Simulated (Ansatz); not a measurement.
Reaction (ligand exchange at the In–N bond): `O=C=[N][In]([Cl])[Cl]` + CH₃NH₂ → `C[NH][In]([Cl])[Cl]` + `N=C=O`

Program: Ansatz. Geometries: PBE0-D4/def2-TZVP. ΔE: electronic, gas phase. CCSD(T)/CBS adds triple-zeta CCSD(T) − MP2 to the extrapolated MP2 energy (def2 sets, frozen cores). This one scheme is used for every species. Functionals use def2-TZVPP. B3LYP here is the variant with VWN-RPA as its local correlation; programs differ in this. HSE06 is defined as in plane-wave codes. Elements past krypton have def2 core potentials. For In outer-core shells are correlated without core-valence functions, which leaves a few kJ/mol of doubt a bond. One conformer a species, not always the lowest.

`O=C=[N][In]([Cl])[Cl]`:

```xyz
6

O     0.333   -2.617   -1.280
C    -0.112   -1.701   -0.717
N    -0.649   -0.796   -0.125
In   -0.066    1.024    0.478
Cl   -1.576    2.337    1.583
Cl    2.069    1.753    0.061
```

CH₃NH₂:

```xyz
7

C     0.122   -0.551   -0.062
N     0.093    0.901   -0.059
H    -0.741   -1.041    0.412
H     1.023   -0.897    0.451
H     0.184   -0.910   -1.091
H     0.047    1.255    0.888
H    -0.730    1.243   -0.539
```

`C[NH][In]([Cl])[Cl]`:

```xyz
9

C     0.858    0.751   -0.834
N     0.247   -0.498   -0.424
In   -1.017   -0.700    1.095
Cl   -1.183    0.992    2.660
Cl   -2.196   -2.648    1.468
H     1.894    0.589   -1.151
H     0.885    1.449    0.005
H     0.326    1.246   -1.656
H     0.186   -1.182   -1.162
```

`N=C=O`:

```xyz
4

N     0.130   -0.297    0.694
C    -0.101   -0.086   -0.473
O    -0.332   -0.025   -1.609
H     0.303    0.408    1.389
```

| level | ΔE (kJ/mol) | difference from CCSD(T)/CBS |
| --- | --- | --- |
| LDA (SPW92) | 21.9 | -18.2 |
| PBE-D4 | 31.6 | -8.5 |
| revPBE-D4 | 34.4 | -5.7 |
| BLYP-D4 | 32.2 | -7.9 |
| r2SCAN-D4 | 37.1 | -3.0 |
| B97M-V | 43.4 | 3.3 |
| PBE0-D4 | 39.3 | -0.8 |
| B3LYP-D4 | 37.8 | -2.3 |
| r2SCANh-D4 | 39.3 | -0.8 |
| r2SCAN0-D4 | 42.5 | 2.4 |
| HSE06-D4 | 39.4 | -0.7 |
| BHLYP-D4 | 46.6 | 6.5 |
| CAM-B3LYP-D4 | 38.9 | -1.2 |
| PBE-QIDH | 44.3 | 4.2 |
| PBE | 32.9 | -7.2 |
| revPBE | 36.7 | -3.4 |
| BLYP | 34.7 | -5.4 |
| r2SCAN | 37.5 | -2.6 |
| PBE0 | 40.5 | 0.4 |
| B3LYP | 39.9 | -0.2 |
| r2SCANh | 39.7 | -0.4 |
| r2SCAN0 | 42.9 | 2.8 |
| HSE06 | 40.5 | 0.4 |
| BHLYP | 48.5 | 8.4 |
| LC-ωPBE | 40.9 | 0.8 |
| RPA@PBE/def2-TZVPP | 40.3 | 0.2 |
| MP2/def2-SVP | 45.5 | 5.4 |
| CCSD/def2-SVP | 46.7 | 6.6 |
| CCSD(T)/def2-SVP | 44.6 | 4.5 |
| HF/def2-TZVPP | 64.1 | 24.0 |
| MP2/def2-TZVPP | 41.2 | 1.1 |
| SCS-MP2/def2-TZVPP | 43.9 | 3.8 |
| CCSD/def2-TZVPP | 44.9 | 4.8 |
| CCSD(T)/def2-TZVPP | 42.3 | 2.2 |
| HF/def2-QZVPP | 64.4 | 24.3 |
| MP2/def2-QZVPP | 40.1 | 0.0 |
| SCS-MP2/def2-QZVPP | 42.9 | 2.8 |
| HF/CBS(def2) | 64.4 | 24.3 |
| MP2/CBS(def2) | 39.0 | -1.1 |
| CCSD/CBS(def2) | 42.6 | 2.5 |
| CCSD(T)/CBS | 40.1 | 0 |

Task: What do rigid-rotor, harmonic-oscillator terms from PBE0-D4/def2-TZVP frequencies (298.15 K, 1 bar) make of the CCSD(T)/CBS value? (Best estimate.)

Result: Ansatz gave: ΔZPE = -5.9 kJ/mol, ΔH = +34.8 kJ/mol, ΔS = -5 J/(mol·K), ΔG = +36.4 kJ/mol. Modes under 50 cm⁻¹ make the entropy rough.

Largest T1 diagnostic among the species: 0.018.

From r2SCAN to r2SCAN0 (25 % exact exchange), in def2-TZVPP and without D4, ΔE moves by +5.5 kJ/mol. Leaving LDA and LC-ωPBE aside and taking each functional with its dispersion term where it has one, the values spread over 15.0 kJ/mol, from PBE-D4 to BHLYP-D4. LDA lies −11.0 kJ/mol from PBE without D4.
